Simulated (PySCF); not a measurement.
All values below come from ωB97X-D3(BJ)/def2-TZVP // PBE0-D3(BJ)/def2-SVP (PySCF). All species are isolated molecules in the gas phase. One relaxed conformer stands for a flexible species; it need not be the lowest. Delta-SCF ions had no search for a lower state. Excitations are Tamm–Dancoff values on a coarser integration grid. The basis has no diffuse functions, so Rydberg states are missing or too high.

Reference species (SMILES): `C[O][Sn]([O]C)([O]C)[O]C` (neutral, multiplicity 1).

- brightest of the four lowest singlets (TDA): 5.82 eV
- vertical ionisation energy (Delta-SCF): 10.24 eV
- HOMO–LUMO gap: 11.02 eV

After one change: the brightest of the four lowest singlets (TDA) drops by 0.15 eV; the vertical ionisation energy (Delta-SCF) falls by 0.30 eV; the HOMO–LUMO gap drops by 0.94 eV.

Task: Name the change that produced these shifts. The new species is one of these.
(A) `C[O][Sn]([SH])([O]C)[O]C`
(B) `[SH][Sn]([SH])([SH])[SH]`
(C) `C[O][Sn]([SH])([SH])[SH]`
(D) `C[O][Sn]([SH])([SH])[O]C`

Result: C, `C[O][Sn]([SH])([SH])[SH]`
